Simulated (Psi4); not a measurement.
CH4Al (SMILES [CH3][AlH]), doublet, geometry from GFN2-xTB (such geometries of metal compounds can be far from the true shape) (the spin is typed, not shown lowest); CCSD(T)/cc-pVDZ run with Psi4.

The Psi4 input:
```
memory 2 GB

molecule mol {
0 2
  Al   -0.259385   -0.752144   -0.120187
  C     0.484462    1.072272    0.270955
  H     0.304380    1.375605    1.309859
  H     0.056694    1.857486   -0.362958
  H     1.571076    1.104601    0.120620
  H    -1.466912   -0.993453   -1.130813
}

set basis cc-pvdz
set reference uhf

energy('ccsd(t)')
print_variables()
```

Output, abridged:

```
   => Loading Basis Set <=

    Name: CC-PVDZ
    Role: ORBITAL
    Keyword: BASIS

         ---------------------------------------------------------
                                   SCF
               by Justin Turney, Rob Parrish, Andy Simmonett
                          and Daniel G. A. Smith
                              UHF Reference
         ---------------------------------------------------------

  ==> Geometry <==

    Molecular point group: c1
    Full point group: C1

    Geometry (in Angstrom), charge = 0, multiplicity = 2:

       Center              X                  Y                   Z               Mass
    ------------   -----------------  -----------------  -----------------  -----------------
         AL          -0.242734532568    -0.657838888675    -0.118904651869    26.981538530000
         C            0.501112467432     1.166577111325     0.272237348131    12.000000000000
         H            0.321030467432     1.469910111325     1.311141348131     1.007825032230
         H            0.073344467432     1.951791111325    -0.361675651869     1.007825032230
         H            1.587726467432     1.198906111325     0.121902348131     1.007825032230
         H           -1.450261532568    -0.899147888675    -1.129530651869     1.007825032230

  Running in c1 symmetry.

  Rotational constants: A =      3.53136  B =      0.35959  C =      0.34731 [cm^-1]
  Rotational constants: A = 105867.63780  B =  10780.14964  C =  10412.01634 [MHz]
  Nuclear repulsion =   43.742641072574344

  Charge       = 0
  Multiplicity = 2
  Electrons    = 23
  Nalpha       = 12
  Nbeta        = 11

  ==> Algorithm <==

  SCF Algorithm Type is PK.
  DIIS enabled.
  MOM disabled.
  Fractional occupation disabled.
  Guess Type is SAD.
  Energy threshold   = 1.00e-08
  Density threshold  = 1.00e-08
  Integral threshold = 1.00e-12

  ==> Primary Basis <==

  Basis Set: CC-PVDZ
    Blend: CC-PVDZ
    Number of shells: 26
    Number of basis functions: 52
    Number of Cartesian functions: 54
    Spherical Harmonics?: true
    Max angular momentum: 2

  ==> Integral Setup <==

  Using in-core PK algorithm.
   Calculation information:
      Number of atoms:                   6
      Number of AO shells:              26
      Number of primitives:             92
      Number of atomic orbitals:        54
      Number of basis functions:        52

      Integral cutoff                 1.00e-12
      Number of threads:                 1

  Performing in-core PK
  Using 1900262 doubles for integral storage.
  We computed 61728 shell quartets total.
  Whereas there are 61776 unique shell quartets.

  ==> DiskJK: Disk-Based J/K Matrices <==

    J tasked:                  Yes
    K tasked:                  Yes
    wK tasked:                  No
    Schwarz Cutoff:          1E-12

  Minimum eigenvalue in the overlap matrix is 2.1035974031E-02.
  Reciprocal condition number of the overlap matrix is 4.1459868682E-03.
    Using symmetric orthogonalization.

  ==> Pre-Iterations <==

  SCF Guess: Superposition of Atomic Densities via on-the-fly atomic UHF (no occupation information).

   -------------------------
    Irrep   Nso     Nmo
   -------------------------
     A         52      52
   -------------------------
    Total      52      52
   -------------------------

  ==> Iterations <==

                        Total Energy        Delta E     RMS |[F,P]|

   @UHF iter SAD:  -281.28185764833353   -2.81282e+02   0.00000e+00
   @UHF iter   1:  -281.99123029749427   -7.09373e-01   6.78437e-03 DIIS/ADIIS
   @UHF iter   2:  -282.05591418375167   -6.46839e-02   3.17940e-03 DIIS/ADIIS
   @UHF iter   3:  -282.07135473039011   -1.54405e-02   5.07221e-04 DIIS/ADIIS
   @UHF iter   4:  -282.07241843273300   -1.06370e-03   8.73507e-05 DIIS
   @UHF iter   5:  -282.07245604872099   -3.76160e-05   2.78317e-05 DIIS
   @UHF iter   6:  -282.07246074837087   -4.69965e-06   1.32573e-05 DIIS
[...]
  @UHF Final Energy:  -282.07246250007614
    Total Energy =                       -282.0724625000761989
[...]
              9   2         0.0087574790
              7   1         0.0084460233
              9   4        -0.0080870441
             10  18        -0.0072862462
              7  19         0.0061154893
              9  18        -0.0060691845
              9  15         0.0056490758
              8  20         0.0055818725

    Largest TIJAB Amplitudes:
     11  10   2   1         0.0133454874
     11  10   9   1         0.0127581161
     11  10  11   2         0.0112301786
     11   7  10   0        -0.0093780918
     11  10  11   9         0.0091696097
      9   8  16  15        -0.0089530240
     11  10  12   0         0.0083634150
     10   9  18  17        -0.0078825474
     11  10   9   2        -0.0077770457
     11   8  10   0        -0.0074294759

    Largest Tijab Amplitudes:
      8   7  17  16        -0.0118825861
      8   7  16   5        -0.0098854431
      8   7  17   6        -0.0095040326
     10   7  19  18        -0.0090254475
      8   7  20  19        -0.0087006919
     10   8  20  18        -0.0079895660
      8   7  20  17        -0.0075998707
      8   7  19  16         0.0075566499
     10   7  15   5         0.0074331946
     10   7  18   5         0.0072469875

    Largest TIjAb Amplitudes:
     11   9   0   1         0.0338947181
      9   7  18  19        -0.0260763676
     11   9   9   0         0.0253905550
      7   9   0   1        -0.0231087273
     10  10  17  18        -0.0218602974
      9   7   4   5        -0.0215031057
     10  10   2   3        -0.0211974531
      9   7  18   5        -0.0209443812
      8   9   0   1        -0.0207954037
      7   8  19  20        -0.0198929520

    SCF energy       (wfn)                    = -282.072462500076142
    Reference energy (file100)                = -282.072462500077336

    Opposite-spin MP2 correlation energy      =   -0.166712125270313
    Same-spin MP2 correlation energy          =   -0.041282709321226
    Singles MP2 correlation energy            =   -0.000000000000000
    MP2 correlation energy                    =   -0.207994834591538
      * MP2 total energy                      = -282.280457334668881

    Opposite-spin CCSD correlation energy     =   -0.198758330372853
    Same-spin CCSD correlation energy         =   -0.040156390432422
    Singles CCSD correlation energy           =   -0.000000000000000
    CCSD correlation energy                   =   -0.238914720805275
      * CCSD total energy                     = -282.311377220882605

            **************************
            *                        *
            *        CCTRIPLES       *
            *                        *
            **************************

    Wave function   =    CCSD_T
    Reference wfn   =      UHF

    Nuclear Rep. energy (wfn)                =   43.742641072574344
    SCF energy          (wfn)                = -282.072462500076142
    Reference energy    (file100)            = -282.072462500077336
    CCSD energy         (file100)            =   -0.238914720805275
    Total CCSD energy   (file100)            = -282.311377220882605

    Number of ijk index combinations:
    Spin Case AAA:                                 220
    Spin Case BBB:                                 165
    Spin Case AAB:                                 726
    Spin Case ABB:                                 660
    AAA (T) energy                             =   -0.000121601022927
    BBB (T) energy                             =   -0.000088858399326
    AAB (T) energy                             =   -0.003213380533018
    ABB (T) energy                             =   -0.002622418127691
    (T) energy                                   =   -0.006046258082961
      * CCSD(T) total energy                     = -282.317423478965566

  Variable Map:
  ----------------------------------------------------------------------------
[...]
  Array Variable Map:
  ----------------------------------------------------------------------------
[...]
[...]
```
